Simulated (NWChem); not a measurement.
**Basis-set convergence for H$_{3}$NOSi**

```xyz
6

Si    -0.0807    -0.6500     0.0000
O     -1.3223     0.4738     0.0000
H     -1.1346     1.4194     0.0000
N      1.3188     0.3646     0.0000
H      1.3623     1.3811     0.0000
H      2.2490    -0.0426     0.0000
```
Charge 0, spin multiplicity 1.

The numbers come from NWChem runs, not from measurements. Structure: optimised with PBE0/def2-SVP, a minimum by its harmonic frequencies. It is one conformer; others weren't searched.

Quantity: dipole moment at the level B3LYP.

B3LYP has NWChem's definition, with VWN1-RPA local correlation. The Pople sets run with spherical d functions. The structure started from a generated list of species.

```tsv
basis	functions	dipole moment (D)
3-21G	37	…
6-31G*	52	3.42
pcseg-1	61	3.29
6-311G**	80	…
def2-SVPD	91	3.03
aug-pcseg-1	100	2.96
aug-cc-pVDZ	100	2.95
cc-pVTZ	136	3.04
aug-cc-pVTZ	211	…
cc-pVQZ	259	2.99
```

**Question.** Fill in the missing entries.

**Answer.** 
- 3-21G, dipole moment (D): 3.90
- 6-311G**, dipole moment (D): 3.26
- aug-cc-pVTZ, dipole moment (D): 2.92
